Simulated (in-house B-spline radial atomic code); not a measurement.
The numbers below are computed, except where a source is named.
## How size changes two electrons in a hard-walled InAs dot with a donor at its centre

For InAs the NSM archive of the Ioffe Institute lists m* = 0.023 m0 and ε = 15.15. Real donors also feel a central-cell potential, which shifts the ground state. In so narrow a gap the band flattens within tens of meV, so real spacings are smaller, by up to some tenths.

Effective-mass model with parabolic bands, a uniform dielectric constant, no image charges, no central-cell or spin-orbit terms. Two-electron levels come from full CI in B-splines with partial waves to l = 5 (up to 0.001 effective hartree above the limit).

Ha* = 2.727 meV, a* = 34.86 nm.

```json
{"R (nm)": "20.3", "s-p spacing (meV)": "44.4", "J_ss (meV)": "8.66", "charging energy, CI (meV)": "8.48", "gap to the lowest triplet, CI (meV)": "41.9", "leading natural occupation": "1.998"}
{"R (nm)": "26.2", "s-p spacing (meV)": "27.2", "J_ss (meV)": "6.79", "charging energy, CI (meV)": "6.6", "gap to the lowest triplet, CI (meV)": "25.3", "leading natural occupation": "1.996"}
{"R (nm)": "30.7", "s-p spacing (meV)": "20.2", "J_ss (meV)": "5.86", "charging energy, CI (meV)": "5.67", "gap to the lowest triplet, CI (meV)": "18.6", "leading natural occupation": "1.995"}
{"R (nm)": "37.3", "s-p spacing (meV)": "14.1", "J_ss (meV)": "4.89", "charging energy, CI (meV)": "4.71", "gap to the lowest triplet, CI (meV)": "12.7", "leading natural occupation": "1.993"}
{"R (nm)": "43.6", "s-p spacing (meV)": "10.6", "J_ss (meV)": "4.25", "charging energy, CI (meV)": "4.07", "gap to the lowest triplet, CI (meV)": "9.38", "leading natural occupation": "1.992"}
{"R (nm)": "58.2", "s-p spacing (meV)": "6.31", "J_ss (meV)": "3.3", "charging energy, CI (meV)": "3.11", "gap to the lowest triplet, CI (meV)": "5.38", "leading natural occupation": "1.987"}
{"R (nm)": "74.6", "s-p spacing (meV)": "4.15", "J_ss (meV)": "2.71", "charging energy, CI (meV)": "2.51", "gap to the lowest triplet, CI (meV)": "3.39", "leading natural occupation": "1.981"}
{"R (nm)": "94.1", "s-p spacing (meV)": "2.88", "J_ss (meV)": "2.29", "charging energy, CI (meV)": "2.08", "gap to the lowest triplet, CI (meV)": "2.23", "leading natural occupation": "1.975"}
{"R (nm)": "120", "s-p spacing (meV)": "2.04", "J_ss (meV)": "1.99", "charging energy, CI (meV)": "1.75", "gap to the lowest triplet, CI (meV)": "1.46", "leading natural occupation": "1.967"}
{"R (nm)": "152", "s-p spacing (meV)": "1.56", "J_ss (meV)": "1.81", "charging energy, CI (meV)": "1.53", "gap to the lowest triplet, CI (meV)": "1", "leading natural occupation": "1.959"}
```

With what end-to-end powers of R do the columns change between the first and last rows?

Spacing -1.66, J_ss -0.78, charging energy -0.85, triplet gap -1.85. In large dots the donor takes over: the spacing tends to 3/8 Ha* = 1.02 meV and the triplet gap to the binding of the second electron, 0.0278 Ha* = 0.0757 meV, which it nears slowly.

Where does repulsion overtake the orbital spacing, and what happens to the ratio of triplet gap to spacing?

J_ss passes the spacing between R = 120 and 152 nm. The ratio goes from 0.94 to 0.64, while the leading occupation goes from 1.998 to 1.959.
